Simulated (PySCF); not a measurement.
# Shifts of the heteroatoms

Molfile (atoms numbered from 1):
```
C7H10O
     RDKit          3D

 18 18  0  0  0  0  0  0  0  0999 V2000
   -1.4704    0.8782   -0.6881 C   0  0  0  0  0  0  0  0  0  0  0  0
   -1.3415   -0.2138    0.3718 C   0  0  1  0  0  0  0  0  0  0  0  0
   -2.1010   -1.3521    0.0441 O   0  0  0  0  0  0  0  0  0  0  0  0
    0.1421   -0.5805    0.6205 C   0  0  0  0  0  0  0  0  0  0  0  0
    0.9539    0.5519    1.1660 C   0  0  0  0  0  0  0  0  0  0  0  0
    2.0164    0.7654    0.3805 C   0  0  0  0  0  0  0  0  0  0  0  0
    1.9936   -0.1776   -0.7191 C   0  0  0  0  0  0  0  0  0  0  0  0
    0.9141   -0.9609   -0.6059 C   0  0  0  0  0  0  0  0  0  0  0  0
   -2.5189    1.1292   -0.8309 H   0  0  0  0  0  0  0  0  0  0  0  0
   -1.0562    0.5389   -1.6361 H   0  0  0  0  0  0  0  0  0  0  0  0
   -0.9316    1.7678   -0.3749 H   0  0  0  0  0  0  0  0  0  0  0  0
   -1.7696    0.1421    1.3159 H   0  0  0  0  0  0  0  0  0  0  0  0
   -1.8148   -1.6702   -0.8202 H   0  0  0  0  0  0  0  0  0  0  0  0
    0.1413   -1.4169    1.3296 H   0  0  0  0  0  0  0  0  0  0  0  0
    0.6805    1.0821    2.0594 H   0  0  0  0  0  0  0  0  0  0  0  0
    2.7838    1.5062    0.5180 H   0  0  0  0  0  0  0  0  0  0  0  0
    2.7432   -0.2186   -1.4896 H   0  0  0  0  0  0  0  0  0  0  0  0
    0.6262   -1.7650   -1.2593 H   0  0  0  0  0  0  0  0  0  0  0  0
  1  2  1  0
  2  3  1  0
  2  4  1  0
  4  5  1  0
  5  6  2  0
  6  7  1  0
  7  8  2  0
  8  4  1  0
  1  9  1  0
  1 10  1  0
  1 11  1  0
  2 12  1  1
  3 13  1  0
  4 14  1  0
  5 15  1  0
  6 16  1  0
  7 17  1  0
  8 18  1  0
M  END
```

Non-relativistic Hamiltonian, fast rotation and ring inversion assumed for equivalent nuclei, no solvent model, a single conformation. NMR shieldings at PBE0/pcSseg-1/GIAO; structure optimised with GFN2-xTB; PySCF 2.14.0 with density-fitted response routines.

**Question.** What are the 17O shifts?

**Answer.** 
```json
{"atoms": "O3", "environment": "alcohol oxygen", "σ (ppm)": "257.4", "δ (ppm)": "32.3"}
```

Shieldings were converted by a linear fit to measured shifts: 17O (scatter 10.7 ppm rms, 12.2 ppm with the 3 outliers that the fit left out vs liquid water, solution or neat liquid). Occasional misses reach two or three times the rms, and more in compound classes unlike the fitted ones.

On a 400 MHz spectrometer 17O resonates near 54.2 MHz, so 1 ppm is 54.2 Hz.
